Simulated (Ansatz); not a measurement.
Basis sets compared for Be₁₁O₁₁ (started as a model of: (BeO)11 cage of four- and six-membered rings). Charge 0, multiplicity 1. Geometry r2SCAN-D4/def2-SVP. Ansatz on 4 threads of Intel Xeon Platinum 8488C on a shared host; times are rough, and most runs start from earlier orbitals.

```xyz
22

Be   -1.7401   -1.6831    1.2500
O    -1.9695   -0.1410    1.3669
Be   -0.5462   -0.2611    2.1481
O    -0.5046   -1.8315    2.2944
Be    0.2111   -2.3601    0.9867
O    -1.1197   -2.4570    0.0238
Be   -0.9597   -1.5186   -1.1839
O    -1.6252   -0.0702   -1.3051
Be   -1.8340    0.7096    0.0534
O    -1.1335    2.1072    0.2049
Be    0.2869    1.9794    0.9900
O     0.6714    0.6413    1.7239
Be    1.7112   -0.1914    0.8608
O     1.5067   -1.7299    0.4616
Be    1.5755   -1.1137   -1.0214
O     0.3873   -1.1775   -1.9996
Be   -0.2910    0.2796   -2.1133
O     2.2518    0.2741   -0.5742
Be   -0.1652    2.5523   -0.9390
O     1.1914    2.7294   -0.0629
Be    1.6883    1.6126   -1.0665
O     0.4073    1.6496   -2.0987
```

Binding counts from free atoms (Be singlet, O triplet) in the same basis, without a counterpoise term.

| level | functions | energy (Eh) | HOMO (eV) | LUMO (eV) | binding per atom (eV) | wall time |
| --- | --- | --- | --- | --- | --- | --- |
| PBE-D4/def2-SVP | 253 | -989.3421 | -7.15 | -1.76 | 5.63 | 6 s |
| PBE0-D4/def2-SVP | 253 | -989.3810 | -8.75 | -0.93 | 5.45 | 9.5 s |

Q: Estimate the rows for PBE-D4/def2-TZVP (with forces), PBE0-D4/def2-TZVP (with forces).

A: 
| level | functions | energy (Eh) | HOMO (eV) | LUMO (eV) | binding per atom (eV) | wall time |
| --- | --- | --- | --- | --- | --- | --- |
| PBE-D4/def2-TZVP (with forces) | 550 | -990.5313 | -6.77 | -1.76 | 5.58 | 18 s |
| PBE0-D4/def2-TZVP (with forces) | 550 | -990.5789 | -8.31 | -0.98 | 5.42 | 53 s |
